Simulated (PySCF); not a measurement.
# [HgF3]-: breathing scan

Method: PySCF, B3LYP, basis Hg def2-SVPD with ECP60, F def2-SVPD (scalar-relativistic core potentials, no spin–orbit coupling, density fitting).

Rigid scan from the singlet minimum (Hg–F 2.119 Å (×2), Hg–F 2.141 Å; F–Hg–F 117.0° (×2), F–Hg–F 126.0°). Coordinate: all bonds to the central atom scaled together. Energies in kJ/mol from the minimum.

(1) Predict the curve at 0.88, 0.92, 0.96, 1.00, 1.04, 1.08, 1.14, 1.22, 1.35.

Results:

(1) 
| scale of all bonds to the centre | E (kJ/mol) | dipole size (D, about the centre of mass) |
| --- | --- | --- |
| 0.88 | 198.6 | 0.59 |
| 0.92 | 75.2 | 0.62 |
| 0.96 | 16.2 | 0.64 |
| 1.00 | 0.0 | 0.67 |
| 1.04 | 12.0 | 0.69 |
| 1.08 | 42.0 | 0.70 |
| 1.14 | 105.6 | 0.72 |
| 1.22 | 203.3 | 0.73 |
| 1.35 | 352.6 | 0.72 |

At long bonds a restricted determinant can lie too high, and another spin state can fall below this curve.

No spin–orbit coupling is included, which matters more the heavier the element.

Other isomers or separated fragments may lie lower.

The scan took 11 s on 2 threads of a shared Arm Neoverse V2 host; the process peaked at 1.2 GiB.
